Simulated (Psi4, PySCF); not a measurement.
CH4BF2N (SMILES CNB(F)F), singlet, geometry from GFN2-xTB, atoms displaced at random by about 0.03 Å a coordinate. Base run: TPSS/STO-3G, gradient in PySCF.

The PySCF input:
```python
from pyscf import gto, scf, dft

mol = gto.M(
    atom='''
B     0.205466    0.368028    0.358077
F     1.293585    0.850042    0.980645
F    -0.795405    1.243417    0.158459
N     0.232786   -0.878411   -0.286368
C    -0.773318   -1.464907   -0.987692
H     1.044935   -1.414163   -0.106346
H    -1.186932   -2.396777   -0.534118
H    -0.410398   -1.740761   -2.045296
H    -1.671415   -0.820135   -1.145820
''',
    basis='sto-3g',
    charge=0,
    spin=0,
    verbose=4,
)

mf = dft.RKS(mol)
mf.xc = 'tpss'
mf.kernel()
g = mf.nuc_grad_method()
grad = g.kernel()
```

Programs used: Psi4, PySCF; a row that names a program was run with it.

The coordinate followed is y of atom 6.

Each row names what was changed in the base input (with any setting that the change needs).

```csv
change,dE/dx (Eh/bohr),net force (Eh/bohr)
base,0.040754,0.000701
finite difference step (bohr) = 0.05; conv_tol = 1e-11,0.040745,-
finite difference step (bohr) = 1e-4; conv_tol = 1e-11,0.040756,-
finite difference step (bohr) = 0.2; conv_tol = 1e-11,0.040543,-
grids.level = 5; grid_response = off,0.040755,0.000032
code = psi4,0.040756,0.000543
grids.level = 1; grid_response = on,0.040751,0.000000
grids.level = 0; grid_response = off,0.040601,0.047068
density fitting = on; auxbasis_response = off,0.040759,0.004591
finite difference step (bohr) = 0.01; conv_tol = 1e-11,0.040756,-
grids.level = 0; grid_response = on,(withheld),0.000000
grids.level = 5; grid_response = on,0.040755,0.000000
```

Problem. Some entries are withheld; supply them.

Solution. 
- grids.level = 0; grid_response = on, dE/dx (Eh/bohr): 0.044977

The net force is zero for an exact gradient.
